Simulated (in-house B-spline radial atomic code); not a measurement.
A radial electron density 4πr²n(r) was computed for an atom or ion in its tabulated ground configuration with an all-electron radial atomic-structure program (B-spline basis); method: non-relativistic B97-1, spin-polarised, spherical fractional occupations, exact exchange averaged over the configuration. Columns: r (bohr), 4πr²n(r) (electrons per bohr), bar.

```
 0.00641   0.2073 #
 0.00745   0.2748 #
 0.00867    0.364 ##
  0.0101   0.4815 ##
  0.0117   0.6277 ###
  0.0136   0.8196 ####
  0.0159    1.075 #####
  0.0185    1.389 ######
  0.0215    1.777 ########
   0.025    2.256 ##########
  0.0291    2.839 #############
  0.0338     3.52 ################
  0.0393    4.312 ####################
  0.0458    5.212 ########################
  0.0532     6.16 ############################
  0.0619    7.138 #################################
   0.072    8.064 #####################################
  0.0838    8.852 #########################################
  0.0975    9.391 ###########################################
   0.113    9.579 ############################################
   0.132    9.334 ###########################################
   0.153     8.65 ########################################
   0.178    7.534 ###################################
   0.208    6.082 ############################
   0.242    4.579 #####################
   0.281     3.23 ###############
   0.327    2.188 ##########
    0.38    1.575 #######
   0.442    1.352 ######
   0.514    1.386 ######
   0.598    1.482 #######
   0.696    1.474 #######
    0.81    1.284 ######
   0.942   0.9536 ####
     1.1   0.5831 ###
    1.27   0.3072 #
    1.48   0.1249 #
    1.72   0.0401 
    2.01 0.009053 
    2.33 0.001574 
    2.72 0.0001678
```

(1) Which atom or ion is it?
A. F7+
B. Mg7+
C. F6+
D. N6+

Answers

(1) C. The area under the curve, ∫4πr²n dr = ∫r·4πr²n d(ln r) on this logarithmic grid, is 3 electrons, which only this option has. The configuration is [He] 2s1.
